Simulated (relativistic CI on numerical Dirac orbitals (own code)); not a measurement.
# Ti2+: K-beta X-ray emission

Computed with this model: Dirac-Coulomb-Breit CI, KLI orbitals optimised for each configuration, a model potential for QED, valence Slater integrals scaled by 0.7, multiplet model of X-ray emission after core ionisation; configurations [Ar] 3d2 → 1s 2s2 2p6 3s2 3p6 3d2 → [Ne] 3s2 3p5 3d2; 300 K; Lorentzian 2.24 eV and Gaussian 1 eV FWHM. Energies are those of the free ion, without screening or charge transfer. S is read from ⟨S²⟩ = S(S + 1).

Field parameters in Wybourne normalisation: D4h B²₀ = −7Ds, B⁴₀ = 21(Dq − Dt), B⁴₄ = 21√(5/14) Dq. The field is a parameter set, without covalency.

Computed curve for free ion, scaled to 100 at the maximum (points under 2 are left out and the grid is thinned):

```
Energy (eV)  Intensity
     4917.0        2.1
     4917.6        2.7
     4918.4        4.2
     4919.0        6.2
     4919.6        9.0
     4920.4       10.7
     4921.0        9.2
     4921.6        7.4
     4922.4        6.9
     4923.0        8.2
     4923.6       10.6
     4924.4       12.5
     4925.0       11.0
     4925.6        9.2
     4926.4        8.3
     4927.0        9.0
     4927.6       10.8
     4928.4       15.3
     4929.0       20.6
     4929.6       28.4
     4930.4       44.4
     4931.0       58.4
     4931.6       73.3
     4932.4       94.5
     4933.0      100.0
     4933.6       90.1
     4934.4       66.4
     4935.0       50.0
     4935.6       34.8
     4936.4       20.2
     4937.0       14.0
     4937.6       10.3
     4938.4        7.3
     4939.0        5.8
     4939.6        4.8
     4940.4        3.8
     4941.0        3.2
     4941.6        2.8
     4942.4        2.3
     4943.0        2.0
```

The ground state has S = 1.00, and the centroid lies at 4931.62 eV.
